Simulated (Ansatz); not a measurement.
H$_{3}$O$_{2}$Sb (`[OH][SbH][OH]`), one more setting.

```yaml
crystal:
  periodic: [false, false, false]
  atoms:
    - {symbol: O, position_ang: [-1.453679, -0.246636, -0.450717]}
    - {symbol: Sb, position_ang: [0.427586, 0.236455, -0.727074]}
    - {symbol: O, position_ang: [1.070649, 0.007406, 1.112193]}
    - {symbol: H, position_ang: [-1.641840, -1.131565, -0.773143]}
    - {symbol: H, position_ang: [0.072903, 1.879162, -0.421177]}
    - {symbol: H, position_ang: [1.566582, -0.808821, 1.213620]}
basis:
  gaussian: {orbitals: def2-mTZVPP}
magnetization: {spin_polarized: true, initial_magnetization: 0}
hamiltonian: {xc: {name: wB97M-V}}
output: {forces: true}
```

```sh
$ ansatz run in.yaml --threads 2 --pin off --events-out ev --progress --plain --max-ram 4352MiB
```

Output, abridged:

```
Functional definition: wB97M-V
858 factors; their error is unknown
246 factors; integrals over basis functions are off by at most 7.2e-6 eV
mean field evaluation 1: about -10672.9608 eV, gradient 4.6e1 eV
mean field evaluation 2: about -10667.3235 eV, gradient 6.2e1 eV
mean field evaluation 4: about -10680.1836 eV, gradient 5.5e-1 eV
mean field evaluation 8: about -10680.2884 eV, gradient 2.0e-1 eV
mean field evaluation 16: about -10680.2885 eV, gradient 8.6e-5 eV
mean field -10680.28853172 eV, -392.4933641809 hartree, gradient 8.6e-5 eV, S^2 0.000000; 0 other end points of the search recorded, 0 dependent functions left out
reference -10680.28857510 eV, -392.4933657754 hartree; 21, 21 occupied and 78, 78 virtual orbitals, 858 factors
Total energy: -10680.28857510 eV, -392.4933657754 hartree
Atom 0 at    -1.453679    -0.246636    -0.450717 Å, force    -0.384881    -0.028751     0.097297 eV/Å
Atom 1 at     0.427586     0.236455    -0.727074 Å, force     0.271662     0.333897    -0.493018 eV/Å
Atom 2 at     1.070649     0.007406     1.112193 Å, force     0.085168     0.018555     0.388382 eV/Å
Atom 3 at    -1.641840    -1.131565    -0.773143 Å, force    -0.060020    -0.095831    -0.027221 eV/Å
Atom 4 at     0.072903     1.879162    -0.421177 Å, force     0.023910    -0.144575    -0.015042 eV/Å
Atom 5 at     1.566582    -0.808821     1.213620 Å, force     0.064161    -0.083295     0.049603 eV/Å
Dipole moment:     0.295268    -0.361139    -0.418311 e Å
```

It took 8 s on 2 threads of an Arm Neoverse V2 on a shared host, with 0.37 GiB of host memory at the peak.
